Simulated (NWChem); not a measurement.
# Sb$_{2}$ anion, doublet; SMILES of the neutral closed-shell parent [Sb]#[Sb]

```xyz
2

Sb     0.0000     0.0000     1.3147
Sb     0.0000     0.0000    -1.3147
```
Atoms are numbered in this order, from 1.

Level: B3LYP/def2-SVPD with def2 effective core potentials on Sb, spin-unrestricted (NWChem), optimised geometry, unscaled harmonic frequencies. The state is orbitally degenerate and is run as one real component. This spin state was assumed; another may lie lower. The highest occupied level is positive, so the extra electron may be held by the finite basis. def2 effective core potentials on Sb; no spin-orbit coupling.

Q: List the harmonic frequencies with IR intensities, and the thermochemistry.

A: 
```json
[
 {"frequency (cm⁻¹)": "231", "IR intensity (km/mol)": "0.0"}
]
```

```json
{
  "zero_point_energy": "0.3 kcal/mol",
  "thermal correction to the enthalpy at 298.15 K (with zero-point energy)": "2.7 kcal/mol",
  "heat capacity Cv": "6.8 cal/(mol K)"
}
```

Rigid rotor and harmonic oscillator.
